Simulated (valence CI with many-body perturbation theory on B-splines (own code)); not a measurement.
## Which ion has this spectrum?

A relativistic CI+MBPT calculation for an atom or ion with 5 electrons gives these levels (cm⁻¹):

| J | Parity | E | g |
| --- | --- | --- | --- |
| 1/2 | odd | 0 | 0.66 |
| 3/2 | odd | 29008 | 1.33 |
| 1/2 | even | 248005 | 2.66 |
| 3/2 | even | 259236 | 1.73 |
| 5/2 | even | 273850 | 1.60 |
| 3/2 | even | 444094 | 0.80 |
| 5/2 | even | 445719 | 1.20 |
| 1/2 | even | 553212 | 1.65 |
| 1/2 | even | 588621 | 1.02 |
| 3/2 | even | 599405 | 1.33 |
| 3/2 | odd | 775036 | 1.99 |
| 3/2 | odd | 874477 | 0.82 |
| 5/2 | odd | 877586 | 1.20 |
| 1/2 | odd | 979623 | 0.66 |

The energies are calculated, with errors of perhaps 400 cm⁻¹, more in some levels.

**Question.** Which is it?
A. S11+
B. K14+
C. Ar13+
D. Sc16+

**Answer.** B. K14+, ground level 2s²2p ²P°_1/2.
